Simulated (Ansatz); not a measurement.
Geometry optimisation, Ansatz 0.2.0, RHF/def2-SVP.

input.yaml

```yaml
crystal:
  periodic: [false, false, false]
  atoms:
    - { symbol: W, position_ang: [0.188401, -0.32793, 0.111684] }
    - { symbol: Cl, position_ang: [0.100503, -0.474872, 2.481505] }
    - { symbol: H, position_ang: [1.667983, 0.09497, -0.588568] }
    - { symbol: H, position_ang: [0.135683, 0.910393, -0.990635] }
    - { symbol: H, position_ang: [-1.052413, 0.752753, 0.198452] }
    - { symbol: H, position_ang: [-0.080645, -1.889793, -0.480202] }
    - { symbol: H, position_ang: [-1.081325, -0.481588, -0.933387] }
    - { symbol: F, position_ang: [1.406295, 2.11788, 1.457852] }
    - { symbol: H, position_ang: [1.169919, 1.855086, 2.297198] }
basis:
  gaussian: { orbitals: def2-SVP }
hamiltonian:
  xc: hf
relax:
  f_tol: 0.03
  max_steps: 50
```

Launched with:

```bash
$ ansatz run input.yaml --threads 1 --pin off --max-ram 2048MiB --backend cpu --events-out ev --progress --plain --runs-dir out
```

Task: Where does it end, and by what steps?

Result: The forces met the threshold. After 8 steps the energy has fallen by 0.057 eV; F8 moved furthest, 0.35 Å. Joined: W1–F8 (3.05 → 2.57 Å).

```csv
step,energy less start (eV),largest force component (eV/Å),accepted
0,0.0000,0.447,yes
1,-0.0037,1.556,yes
2,-0.0142,1.267,yes
3,-0.0162,1.349,yes
4,0.0013,1.121,no
5,-0.0394,0.950,yes
6,-0.0550,0.121,yes
7,-0.0551,0.092,yes
8,-0.0573,0.020,yes
```

```xyz
9
Properties=species:S:1:pos:R:3
W 0.198 -0.222 0.190
Cl 0.029 -0.530 2.522
H 1.661 0.084 -0.606
H 0.181 1.014 -0.929
H -1.070 0.837 0.193
H 0.084 -1.786 -0.449
H -1.079 -0.498 -0.826
F 1.304 1.831 1.281
H 1.147 1.827 2.176
```

Time of the run: 23 s on 1 thread of Arm Neoverse V1, with other jobs on the host, peak memory 0.17 GiB.
